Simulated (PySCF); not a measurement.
Indirect couplings

Molfile (atoms numbered from 1):
```
C7H12
     RDKit          3D

 19 20  0  0  0  0  0  0  0  0999 V2000
    1.2190    0.9940   -0.1344 C   0  0  0  0  0  0  0  0  0  0  0  0
    1.2812   -0.3286   -0.9444 C   0  0  0  0  0  0  0  0  0  0  0  0
    0.1256   -1.1528   -0.3558 C   0  0  2  0  0  0  0  0  0  0  0  0
   -1.2004   -0.5261   -0.8140 C   0  0  0  0  0  0  0  0  0  0  0  0
   -1.2627    0.7974   -0.0057 C   0  0  0  0  0  0  0  0  0  0  0  0
    0.0346    0.7654    0.8171 C   0  0  1  0  0  0  0  0  0  0  0  0
    0.1694   -0.7329    1.1193 C   0  0  0  0  0  0  0  0  0  0  0  0
    2.1484    1.1584    0.4326 H   0  0  0  0  0  0  0  0  0  0  0  0
    1.0695    1.8806   -0.7698 H   0  0  0  0  0  0  0  0  0  0  0  0
    1.1648   -0.1746   -2.0282 H   0  0  0  0  0  0  0  0  0  0  0  0
    2.2430   -0.8432   -0.7945 H   0  0  0  0  0  0  0  0  0  0  0  0
    0.2007   -2.2312   -0.5575 H   0  0  0  0  0  0  0  0  0  0  0  0
   -2.0483   -1.1840   -0.5677 H   0  0  0  0  0  0  0  0  0  0  0  0
   -1.2237   -0.3660   -1.9029 H   0  0  0  0  0  0  0  0  0  0  0  0
   -2.1432    0.8200    0.6552 H   0  0  0  0  0  0  0  0  0  0  0  0
   -1.3196    1.6903   -0.6473 H   0  0  0  0  0  0  0  0  0  0  0  0
    0.0264    1.4388    1.6865 H   0  0  0  0  0  0  0  0  0  0  0  0
    1.1160   -0.9935    1.6194 H   0  0  0  0  0  0  0  0  0  0  0  0
   -0.6673   -1.1354    1.7126 H   0  0  0  0  0  0  0  0  0  0  0  0
  1  2  1  0
  2  3  1  0
  3  4  1  0
  4  5  1  0
  5  6  1  0
  6  7  1  0
  6  1  1  0
  7  3  1  0
  1  8  1  0
  1  9  1  0
  2 10  1  0
  2 11  1  0
  3 12  1  1
  4 13  1  0
  4 14  1  0
  5 15  1  0
  5 16  1  0
  6 17  1  1
  7 18  1  0
  7 19  1  0
M  END
```

Couplings: B3LYP/pcJ-1 (without the spin–dipole term) in PySCF 2.14.0 with density-fitted response routines, geometry PBE0-D3(BJ)/def2-SVP; gas phase, one conformer, non-relativistic. Couplings are averaged over pairs made equivalent by symmetry, fast rotation or ring inversion, so a value needn't be that of the named pair in this geometry, while other rotamers aren't included; one pair stands for each set, and the list holds a selection of those of at least 1.5 Hz over up to four bonds.

Isotopes: ¹³C, ¹H.

```tsv
pair	bonds	J (Hz)
C1, C2	1	?
C1, C6	1	33.2
C1, H8	1	?
C1, H9	1	137.7
C3, C7	1	31.5
C3, H12	1	146.3
C7, H18	1	138.6
C1, C7	2	?
C1, H11	2	?
C3, C6	2	7.2
C3, H11	2	-2.6
C3, H18	2	-1.5
H8, H9	2	-13.6
H18, H19	2	-10.5
C1, H12	3	7.5
C1, H18	3	?
C1, H19	3	?
C3, H9	3	?
C3, H17	3	9.4
C7, H9	3	7.7
H8, H10	3	4.8
H8, H11	3	14.1
H8, H17	3	5.0
H12, H18	3	?
H8, H15	4	3.2
H9, H19	4	2.2
```

Q: Estimate the withheld couplings, with signs.

A: 
- ¹J(C1,C2) = 32.9 Hz (bond length 1.552 Å)
- ¹J(C1,H8) = 135.0 Hz (bond length 1.101 Å, sp3 carbon)
- ²J(C1,C7) = 2.5 Hz
- ²J(C1,H11) = -3.7 Hz
- ³J(C1,H18) = 2.5 Hz
- ³J(C1,H19) = 9.3 Hz
- ³J(C3,H9) = 2.5 Hz
- ³J(H12,H18) = 1.8 Hz
